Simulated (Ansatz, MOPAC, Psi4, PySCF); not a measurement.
Complex: dimethyl selenide (SMILES C[Se]C) (first 9 atoms) with H2O (SMILES O); geometry from B3LYP-D3(BJ)/def2-TZVP, rigid monomers moved along the line of their centres of mass till Se2···H12 is 4.51 Å.
(charge 0, multiplicity 1):
```xyz
12

C     -0.8942     1.6941    -0.2074
Se     0.5986     0.4493     0.0682
C     -0.4315    -1.2035    -0.1786
H     -1.6610     1.5131     0.5417
H     -0.4939     2.6989    -0.0909
H     -1.2924     1.5729    -1.2121
H     -1.2179    -1.2564     0.5702
H      0.2617    -2.0312    -0.0455
H     -0.8459    -1.2310    -1.1837
O     -2.0286     0.0768     4.7248
H     -1.7216     0.1215     5.6355
H     -1.2351     0.1982     4.1762
```

Interaction energies are E(AB) − E(A) − E(B) at the monomers' geometry in the complex; basis-set methods are counterpoise corrected. Rows marked so take none.

Cores are frozen in the correlated methods. Filled d and f shells under p-block atoms count as core. Rows in 3-21G, 6-31G* carry no dispersion term and start afresh at each structure (6-31G* with six Cartesian d functions); the Pople sets are all-electron and without relativity. MP2/6-31G* freezes PySCF's default core, which leaves 3d correlated. The state that PM6 reach isn't checked.

The values were computed with Ansatz (Gaussian orbitals); MOPAC for PM6 (differences of heats of formation); Psi4 for SAPT; PySCF for 3-21G rows, 6-31G* rows, the dispersion terms. Each number belongs to the level named beside it.

```tsv
level	interaction energy (meV)
PM6	-26.8
PBE/def2-TZVPPD	-33.6
B3LYP/3-21G (no counterpoise)	-28.8
B3LYP/6-31G*	-31.3
PBE0/def2-TZVPPD	-33.1
PBE0-D3(BJ)/def2-TZVPPD	-41.9
MP2/6-31G*	-39.5
CCSD(T)/aug-cc-pVDZ	___
SAPT0/aug-cc-pVDZ	-42.0
```

### Question
Complete the blanks.

### Answer

- CCSD(T)/aug-cc-pVDZ, interaction energy (meV): -38.0

Ansatz is a first-principles code.
